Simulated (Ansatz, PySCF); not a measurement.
Energy difference R1 + R2 → P1, each structure at its B3LYP-D3(BJ)/def2-TZVP stationary point, reached from a drawn start (curvature not checked).
R1: CF3 (SMILES F[C](F)F), charge 0, multiplicity 2.
R2: F atom, charge 0, multiplicity 2.
P1: CF4 (SMILES FC(F)(F)F), charge 0, multiplicity 1.

P less R. No zero-point or thermal terms; singlets are restricted closed shells; open shells are unrestricted; no spin–orbit coupling.

Cores are frozen in the correlated methods.

Codes used: Ansatz (a program for electronic structure) with Gaussian orbitals; PySCF for M06-2X. Each number belongs to the level named beside it.

```
level              reaction energy (kcal/mol)
-----------------  --------------------------
SVWN5/def2-TZVPP                      -158.03
PBE/def2-TZVPP                        -131.96
revPBE/def2-TZVPP                     -124.39
PBE0/def2-TZVPP                       -128.09
M06-2X/def2-TZVPP                     -132.30
MP2/cc-pVQZ                           -138.74
SCS-MP2/cc-pVQZ                           ___
CCSD/cc-pVDZ                              ___
CCSD/cc-pVTZ                              ___
```

Question: Some entries are withheld; supply them.

Answer: 
- SCS-MP2/cc-pVQZ, reaction energy (kcal/mol): -135.20
- CCSD/cc-pVDZ, reaction energy (kcal/mol): -122.91
- CCSD/cc-pVTZ, reaction energy (kcal/mol): -127.50
